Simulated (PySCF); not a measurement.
**The chalcogenides of tin, SnO₂ to SnSe₂**

Level: PBE0 in the def2-TZVP basis family, computed in PySCF with density fitting; scalar-relativistic core potentials for atoms from Rb on, none lighter, no spin–orbit coupling; open shells unrestricted.

Each entry is the lowest minimum that a search over a few typed start shapes (and spin states, where more than one is plausible) found, or that minimum re-optimised at the stated level; isomers with ligand–ligand bonds, or fragments after loss of a ligand pair, can lie lower.

```json
{"molecule": "SnO₂", "2S+1": "1", "point group": "D∞h", "mean bond to Sn (Å)": "1.799", "distinct angles (°)": "180", "atomisation (kJ/mol)": "749", "lowest ω (cm⁻¹)": "162", "highest ω (cm⁻¹)": "918"}
{"molecule": "SnS₂", "2S+1": "1", "point group": "D∞h", "mean bond to Sn (Å)": "2.176", "distinct angles (°)": "180", "atomisation (kJ/mol)": "717", "lowest ω (cm⁻¹)": "101", "highest ω (cm⁻¹)": "556"}
{"molecule": "SnSe₂", "2S+1": "1", "point group": "D∞h", "mean bond to Sn (Å)": "2.303", "distinct angles (°)": "180", "atomisation (kJ/mol)": "653", "lowest ω (cm⁻¹)": "73", "highest ω (cm⁻¹)": "398"}
```

The bond lengthens at every step; the largest change, 0.377 Å, falls between SnO₂ and SnS₂ among the members listed.

Left out of the table are members whose search was unfinished or whose lowest solution was spin-contaminated, unstable, very soft or bonded differently.
